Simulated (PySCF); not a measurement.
Point-charge models of `CCO[C@@]1(F)COC(=O)O1` against its computed dipole.

Coordinates (GFN2-xTB, Å) and charges (e) from the PBE0/pcSseg-1 density (PySCF):

```tsv
atom	x	y	z	Mulliken	IAO	Hirshfeld	ESP-fitted
C1	-2.660	0.770	-0.304	-0.2702	-0.4234	-0.1165	-0.4965
C2	-1.567	-0.068	0.329	-0.0177	-0.0598	+0.0090	+0.4323
O3	-0.392	0.044	-0.505	-0.4962	-0.3718	-0.1277	-0.4533
C4	0.706	-0.579	-0.054	+0.5581	+0.6161	+0.2238	+0.4655
F5	0.468	-1.941	0.063	-0.3143	-0.3274	-0.1183	-0.2437
C6	1.917	-0.342	-0.981	+0.1543	-0.0952	-0.0015	+0.2375
O7	2.910	0.151	-0.115	-0.4509	-0.3312	-0.1052	-0.4780
C8	2.444	0.258	1.136	+0.7028	+0.6692	+0.2621	+0.9765
O9	3.055	0.654	2.064	-0.3685	-0.4288	-0.2626	-0.5509
O10	1.145	-0.149	1.196	-0.4473	-0.3556	-0.1175	-0.4462
H11	-2.869	0.413	-1.308	+0.1247	+0.1526	+0.0465	+0.1389
H12	-2.350	1.809	-0.361	+0.1253	+0.1529	+0.0467	+0.1493
H13	-3.562	0.699	0.297	+0.1245	+0.1545	+0.0545	+0.1232
H14	-1.319	0.289	1.333	+0.1356	+0.1477	+0.0418	+0.0116
H15	-1.856	-1.122	0.384	+0.1293	+0.1466	+0.0405	+0.0129
H16	1.673	0.402	-1.743	+0.1550	+0.1760	+0.0614	+0.0602
H17	2.250	-1.275	-1.442	+0.1553	+0.1775	+0.0631	+0.0607
```

**Question.** Compute μ = Σ q r for each scheme (1 e·Å = 4.803 D) and compare with the dipole of the full density.

**Answer.** The full density gives (-3.30, -0.36, -2.99) D, 4.47 D in size; dipole vectors point from the negative to the positive end.

```json
{"scheme": "Mulliken", "μx": "-3.14", "μy": "0.32", "μz": "-3.62", "size (D)": "4.81", "share of the full size (%)": "108", "angle to the full dipole (°)": "11"}
{"scheme": "IAO", "μx": "-3.37", "μy": "0.18", "μz": "-3.33", "size (D)": "4.74", "share of the full size (%)": "106", "angle to the full dipole (°)": "7"}
{"scheme": "Hirshfeld", "μx": "-2.30", "μy": "-0.22", "μz": "-2.29", "size (D)": "3.25", "share of the full size (%)": "73", "angle to the full dipole (°)": "3"}
{"scheme": "ESP-fitted", "μx": "-3.35", "μy": "-0.36", "μz": "-3.02", "size (D)": "4.52", "share of the full size (%)": "101", "angle to the full dipole (°)": "0"}
```

**Question.** Which set comes closest?

**Answer.** Length of the difference vector: ESP-fitted 0.06 D, IAO 0.65 D, Mulliken 0.95 D, Hirshfeld 1.23 D. Closest: ESP-fitted. ESP charges are fitted to the potential around the molecule, whose slowest-falling term is the dipole's. The schemes that divide the density aren't constrained to reproduce the dipole.

**Question.** What is left for the Hirshfeld atoms' own dipoles?

**Answer.** The Hirshfeld atoms' densities add up to the full density, so μ = Σ q r + Σ (atomic dipoles). The atomic dipoles sum to (-3.30, -0.36, -2.99) − (-2.30, -0.22, -2.29) = (-1.00, -0.14, -0.70) D, 1.23 D in size.

**Question.** With the origin at the mean of the coordinates, (0.000, 0.001, -0.001) Å, which are the largest single terms, by size, of the Hirshfeld dipole along the direction of the full one?

**Answer.** O9 +4.66, C8 -3.26, C1 -1.18, O7 +1.05, O10 +0.92 D; all 17 atoms together +3.25 D. The single terms depend on the origin, their sum doesn't.

**Question.** Give the size of the full dipole in other units.

**Answer.** 4.47 D = 1.758 au = 0.930 e·Å = 14.90 × 10⁻³⁰ C·m.

The structure is a single GFN2-xTB conformer in the gas phase; no vibrational or solvent corrections.

The run behind these numbers computed NMR shieldings as well. The run took 34 s wall on one thread, Arm Neoverse V2 (aarch64), on a shared host, and the process peaked at 0.92 GiB of memory.

The values belong to the conformer `[CH3:1][CH2:2][O:3][C@@:4]1([F:5])[CH2:6][O:7][C:8](=[O:9])[O:10]1`: C1–C2–O3–C4 176°, C2–O3–C4–F5 61°.
